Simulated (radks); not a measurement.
Removal energies from the potassium ion K11+, [He] 2s2 2p4, by Delta-SCF beside the eigenvalue of the level emptied. All-electron calculation, scalar-relativistic Kohn-Sham, LDA (Slater exchange, Perdew-Wang correlation), spin-polarised, spherical densities, finite nucleus; Fermi nuclear charge, rms radius of each element as measured or else 0.836 A^(1/3) + 0.57 fm. Program: a radial shooting solver on a logarithmic mesh with Libxc functionals. Open shells are filled with parallel spins first.

removed from  final configuration  Delta-SCF (eV)  -eigenvalue (eV)
2p                   [He] 2s2 2p3          628.69            597.42
2s                   [He] 2s1 2p4          688.78            661.18
1s                    1s1 2s2 2p4          3990.9            3886.5
